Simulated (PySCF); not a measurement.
CH7ClN2Si, SMILES N[Si@@H](Cl)CN. Atoms are numbered in the order given.

```xyz
12

N     -2.2124    -1.2264     0.7463
C     -1.5236    -0.3307    -0.1772
Si     0.2215     0.0965     0.3784
N      1.1029    -1.3742     0.5482
Cl     1.0575     1.4364    -0.9982
H     -2.3786    -0.7589     1.6358
H     -1.6167    -2.0253     0.9611
H     -2.1133     0.5904    -0.3174
H     -1.4812    -0.7898    -1.1818
H      0.2543     0.7610     1.7113
H      1.9362    -1.3863     1.1267
H      1.2289    -1.9734    -0.2618
```

Geometry: PBE0-D3(BJ)/def2-SVP. The structure was generated by enumeration; whether it is a known compound was not checked. The values are those of a single conformer.

The numbers are results of PBE/def2-TZVP (PySCF), not measurements.

Isolated molecule, no solvent.

```
Property                                                                                                        Value
---------------------------------------------------------------------------------------------  ----------------------
total energy                                                                                       -901.15509 hartree
highest occupied level                                                                                       -5.29 eV
lowest empty level                                                                                           -0.27 eV
orbital gap                                                                                                   5.02 eV
dipole moment                                                                                                  2.08 D
quadrupole, principal values (traceless, Buckingham form, about the centre of nuclear charge)  -11.54, 2.85, 8.69 D·Å
mean static polarisability                                                                      68.4 bohr³ (10.14 Å³)
polarisability, principal values                                                               58.4, 64.8, 82.2 bohr³
```
